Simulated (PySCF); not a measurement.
Compound: [WO3Cl]- (charge -1 and singlet state).
Bonds: W1–O2, W1–O3, W1–O4, W1–Cl5.

A GFN2-xTB structure was refined with PySCF, PBE0-D3(BJ)/def2-SVP geometry optimisation, gas phase, def2 core potentials past Kr. Its GFN2-xTB values:

```
coordinate  GFN2-xTB
     W1–O2   1.705 Å
    W1–Cl5   2.270 Å
  O2–W1–O3    113.9°
 O2–W1–Cl5    104.7°
```

How do these coordinates change at the PBE0-D3(BJ)/def2-SVP level?

| coordinate | PBE0-D3(BJ)/def2-SVP (Å or °) | change |
| --- | --- | --- |
| W1–Cl5 | 2.357 | +0.087 |
| W1–O2 | 1.739 | +0.034 |
| O2–W1–Cl5 | 109.7 | +5.0 |
| O2–W1–O3 | 109.1 | -4.8 |

The energy falls by 0.342 eV over 10 energy and gradient evaluations, the largest force component goes from 0.0509 to 4.4e-04 Eh/bohr, and the atoms move by 0.105 Å rms after alignment. The bond that changes most is W1–Cl5 (ends: tungsten bonded to Cl and 3 O; chlorine bonded to W), which lengthens by 0.087 Å. Bonds longer at the end by more than 0.005 Å: 4 of 4; shorter: 0. Rotational constants go from 3870, 2093, 2092 to 3938, 1912, 1912 MHz.

The run used 92 basis functions and 77 SCF cycles in all. Time: 44 s of wall time. Hardware: an Arm Neoverse V1 with one thread, shared host.

No frequency check. The geometry's basis has no diffuse functions, a weakness for an anion.
